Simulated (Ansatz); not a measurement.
A nudged elastic band was laid between two geometries of H₅OSbSi (8 atoms, charge 0, multiplicity 1).

Theory: RKS PBE0-D4/def2-SVP in Ansatz 0.2.0.

| Item | Value |
| --- | --- |
| movable images | 7 |
| climbing image | yes |
| spring | 5.0 eV/Å² |
| optimiser | quadratic models (default) |
| start path | through a guess of the saddle point |
| force threshold | 0.03 eV/Å |
| iteration limit | 57 |
| end points | relaxed |

Initial state:

```xyz
8
Properties=species:S:1:pos:R:3
O -1.805 0.533 -0.780
Sb 0.124 0.604 -1.351
Si 0.807 -0.740 0.746
H -2.351 0.496 -1.574
H 0.492 2.079 -0.537
H 0.090 -0.214 1.944
H 2.285 -0.637 0.957
H 0.452 -2.177 0.539
```

Final state:

```xyz
8
Properties=species:S:1:pos:R:3
O -1.540 1.262 -0.456
Sb -0.333 -0.011 -1.444
Si 0.695 -0.809 0.787
H -2.370 1.324 -0.943
H 0.966 1.103 -1.653
H -0.269 -1.725 1.470
H 0.984 0.360 1.668
H 1.960 -1.561 0.515
```

Q: What changes between the two ends?

A: No bond is made or broken. The dihedral O1–Sb2–Si3–H7 goes from -165 to -44°. The two ends are copies of one structure, up to a mirror image or an exchange of like atoms.

Q: Give the energies along the band, and the barrier.

A: The run converged. The highest image is number 4 of 0 to 8, 5.1 kJ/mol above the ends, which have the same energy within 2 meV. A vibrational analysis at the climbing image gives one clearly imaginary mode, 107i cm⁻¹: a first-order saddle point.

```tsv
image	path coordinate (Å)	energy (kJ/mol)	dihedral O1–Sb2–Si3–H7 (°)
0	0.00	0.0	-165
1	0.47	0.7	-151
2	0.94	2.4	-136
3	1.41	4.2	-121
4	1.88	5.1	-106
5	2.38	4.4	-90
6	2.89	2.6	-74
7	3.40	0.7	-58
8	3.91	0.0	-44
```

Q: What is the geometry of the highest image?

A: 
```xyz
8
Properties=species:S:1:pos:R:3:forces:R:3
O -1.751 0.957 -0.544 0.02 0.00 0.00
Sb -0.102 0.243 -1.448 0.01 0.00 -0.01
Si 0.772 -0.808 0.762 -0.01 0.00 0.01
H -2.456 0.975 -1.201 -0.01 0.00 0.00
H 0.861 1.650 -1.197 0.00 0.00 0.00
H -0.373 -0.816 1.719 0.00 0.00 0.00
H 1.920 -0.044 1.339 0.00 0.00 0.00
H 1.220 -2.214 0.514 0.00 0.00 0.00
```

Q: What are the harmonic wavenumbers there?

A: 107i, 111, 177, 308, 435, 470, 593, 617, 671, 847, 924, 939, 945, 1926, 2219, 2233, 2247, 3883 cm⁻¹.

Time of the run: 3.8 min on 1 thread of Arm Neoverse V1, on a shared host, peak memory 0.18 GiB.
